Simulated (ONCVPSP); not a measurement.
**What one change does to a pseudopotential (zinc, ONCV)**

zinc (Zn), optimised norm-conserving Vanderbilt (ONCV), made with ONCVPSP 4.0.1 (LDA (Perdew-Zunger), scalar-relativistic). Core [Ar] 3d10, reference 4s1 4p1. Waves: 4s: rc 2.10 bohr, ncon 3, nbas 7, qcut 2.9 1/bohr, 2 projectors, debl 1 Ha; 4p: rc 2.20 bohr, ncon 5, nbas 8, qcut 4 1/bohr, 2 projectors, debl 2.9 Ha. Local part: polynomial inside 1.35 bohr (lpopt 5, dvloc0 1 Ha). Core correction: Teter function, fcfact 3.75, rcfact 1.55.

Change: core correction Teter function, fcfact 2.75, rcfact 1.2.

Cutoffs: the cutoffs (Ha) at which the residual kinetic energy of the hardest occupied pseudo-wave falls to 1 and 0.1 mHa per electron; they do not see the model core or the augmentation charge, which bear on the density cutoff. Errors are all-electron minus pseudo energies relative to the spin-unpolarised reference configuration.

Task: How do hardness, ghosts and transferability respond?

Result: The potential gets neither clearly harder nor softer (6.8 Ha and 30 Ha → 6.8 Ha and 30 Ha); of the 4 tests that both files solve, the error grows in 0 and shrinks in 3 by more than 15 % and 0.3 meV (median size 36.2 → 7.1 meV); neither file shows a bound ghost. A model core, the more so a compact one, raises the density cutoff, which this test does not measure.

| quantity | base | changed |
| --- | --- | --- |
| cutoff, loose | 6.8 Ha | 6.8 Ha |
| cutoff, tight | 30 Ha | 30 Ha |
| bound ghosts | none | none |
| GHOST(+) flags under 300 eV | s at 70.3 eV | s at 70.3 eV |
| error for 4s2 4p0, meV [ΔE -5.18 eV] | -25 | -7.8 |
| error for 4s1 4p0, meV [ΔE 5.01 eV] | -47 | +14 |
| error for 4s1.5 4p0, meV [ΔE -1.11 eV] | -6.6 | +6.4 |
| error for 4s0 4p1, meV [ΔE 11.43 eV] | -85 | -5.2 |
| s: phases at 2.14 bohr within 0.05 rad from the reference energy up to (Ha; the scan ends near 5) | 2.3 | 2.3 |
| p: phases at 2.23 bohr within 0.05 rad from the reference energy up to (Ha; the scan ends near 5) | 3.5 | 3.5 |
| rms error of d²Exc/dni dnj with the model core, mHa | 1.97 | 9.18 |
